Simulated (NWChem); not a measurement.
# Dipole moment of BCl

```
B
Cl 1 1.7192
```
Charge 0, spin multiplicity 1.

Everything below was run with NWChem. The geometry was optimised at PBE0/def2-SVP, a minimum by its harmonic frequencies.

Basis set: 6-31G*. The CCSD dipole comes from the Λ equations, without orbital relaxation.

| method | dipole moment (D) | difference from CCSD |
|---|---|---|
| PBE | 1.30 | +0.34 |
| HF | 0.92 | -0.04 |
| B3LYP | 1.19 | +0.23 |
| BHandHLYP | 1.05 | +0.09 |
| CCSD | 0.96 | 0.00 |

The values span 0.38 D, from HF (lowest) to PBE (highest). 

The correlated methods keep 6 core orbitals frozen. B3LYP has NWChem's definition, with VWN1-RPA local correlation. The Pople sets run with spherical d functions. The structure started from a generated list of species. No row is a measurement; the coupled-cluster row has its own basis-set and correlation limits.
